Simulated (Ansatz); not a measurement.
CH₇GeN (`N[CH2][GeH3]`). Total charge 0; spin multiplicity 1. All single points use the PBE0-D4/def2-TZVP geometry. It is one conformer, not always the lowest.

```xyz
10

N    -1.021    0.835   -0.787
C    -0.388    0.440    0.462
Ge    0.858   -1.046    0.137
H    -0.339    1.199   -1.440
H    -1.705    1.566   -0.634
H     0.148    1.242    0.990
H    -1.154    0.066    1.146
H     1.842   -0.640   -0.978
H     0.096   -2.304   -0.308
H     1.663   -1.359    1.413
```

(1) What is the dipole moment at PBE/def2-TZVPP? (Estimate.)

(2) And with r2SCAN, B3LYP, ωB97M-V? (Best estimate.)

(3) Give the Mulliken charges with PBE, ωB97M-V, r2SCAN in def2-TZVPP. (An estimate is asked.)

Answers

(1) Computed: 1.61 D, with components (-0.14, 1.55, 0.41) D in this frame, pointing from negative to positive charge.

(2) Computed: r2SCAN 1.62 D, B3LYP 1.61 D, ωB97M-V 1.59 D.

(3) Computed: 
| atom | PBE | ωB97M-V | r2SCAN |
| --- | --- | --- | --- |
| N1 | -0.34 | -0.29 | -0.37 |
| C2 | -0.19 | -0.26 | -0.10 |
| Ge3 | 0.11 | 0.08 | 0.13 |
| H4 | 0.15 | 0.11 | 0.14 |
| H5 | 0.14 | 0.10 | 0.13 |
| H6 | 0.10 | 0.13 | 0.07 |
| H7 | 0.10 | 0.13 | 0.07 |
| H8 | -0.03 | 0.00 | -0.03 |
| H9 | -0.01 | 0.01 | -0.02 |
| H10 | -0.02 | 0.00 | -0.03 |

B3LYP here is the variant with VWN-RPA as its local correlation; programs differ in this.
